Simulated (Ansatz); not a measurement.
`[F][GaH2]`, charge 0, multiplicity 1.

Give a relaxed structure at PBE0-D4/def2-TZVP (Ansatz 0.2.0). (An estimate is asked.)

Computed: 
Cartesian coordinates in Å:
```
F 0.6694 1.3578 0.6127
Ga -0.0516 -0.1047 -0.0472
H -1.5909 -0.1931 0.1574
H 0.9731 -1.0600 -0.7229
```
Point group C2v.
